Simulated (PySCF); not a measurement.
From one molecule to another.

First species: C5H8S.
Cartesian coordinates in Å at the GFN2-xTB level; atoms count from 1:
```xyz
14
C5H8S angstrom
C     -3.097   -0.527    0.407
C     -1.770   -0.509    0.504
C     -0.935    0.492   -0.105
C      0.400    0.521   -0.015
S      1.365   -0.652    0.857
C      3.021    0.024    0.535
H     -3.632    0.227   -0.148
H     -3.692   -1.291    0.875
H     -1.250   -1.276    1.064
H     -1.430    1.271   -0.670
H      0.984    1.293   -0.489
H      3.092    1.028    0.943
H      3.214    0.026   -0.534
H      3.728   -0.630    1.036
```

Second species: C₄H₇F₃P₂S.
Z-matrix (Å and degrees, GFN2-xTB geometry), rows numbered from 1:
```
F 
C   1  1.3255
F   2  1.3183  1  111.19
C   2  1.3282  1  120.72  3  -177.24
F   4  1.3422  2  120.66  1   179.90
P   4  1.8439  2  123.66  1    -9.61
S   6  1.9226  4  112.78  2   -64.12
C   6  1.8443  4  103.46  2    64.37
C   8  1.5236  6  107.14  4  -176.98
P   9  1.8591  8  107.98  6   -48.88
H   6  1.3959  4   94.41  2   171.53
H   8  1.0948  6  108.55  4   -56.57
H   8  1.0944  6  108.79  4    62.08
H   9  1.0920  8  111.74  6  -172.57
H   9  1.0953  8  109.09  6    67.05
H  10  1.3965  9   95.97  8   -80.07
H  10  1.3906  9   96.23  8  -173.57
```

Levels: PBE0/pcSseg-1 for dipole moment, HOMO energy, LUMO energy and HOMO–LUMO gap; GFN2-xTB for rotational constant A and rotational constant C. Geometries: GFN2-xTB. Each structure is a single optimised conformer of the isolated species, non-relativistic unless stated; the electronic structure was computed with PySCF and density fitting.

Dipoles, sizes and rotational constants follow the conformer. The torsions of the flexible species, by atom-mapped SMILES:
- `[CH2:1]=[CH:2]/[CH:3]=[CH:4]\[S:5][CH3:6]`: C1–C2–C3–C4 180°, C3–C4–S5–C6 180°
- `[F:1][C:2]([F:3])=[C:4]([F:5])[P@@H:6](=[S:7])[CH2:8][CH2:9][PH2:10]`: C2–C4–P6–S7 -64°, C4–P6–C8–C9 -177°, P6–C8–C9–P10 -49°, H–P10–C9–C8 -80°, H–P10–C9–C8 -174°

Values for the first species:

```
Dipole moment         : 1.79 D
HOMO energy           : -5.85 eV
LUMO energy           : -0.80 eV
HOMO–LUMO gap         : 5.05 eV
Rotational constant A : 11.310 GHz
Rotational constant C : 1.143 GHz
```

Problem. Estimate the same properties for the second species, and the change in each.

Solution. 
```
             property       first     second  second less first
        dipole moment      1.79 D     4.49 D            +2.70 D
          HOMO energy    -5.85 eV   -6.82 eV           -0.97 eV
          LUMO energy    -0.80 eV   -0.67 eV           +0.13 eV
        HOMO–LUMO gap     5.05 eV    6.15 eV           +1.10 eV
rotational constant A  11.310 GHz  1.434 GHz         -9.876 GHz
rotational constant C   1.143 GHz  0.444 GHz         -0.699 GHz
```

On the first: The dipole equals about 6.0 × 10⁻³⁰ C·m (1 D = 3.33564 × 10⁻³⁰ C·m).

On the second: The dipole matches unit charges of opposite sign 0.94 Å apart (1 e·Å = 4.8032 D).
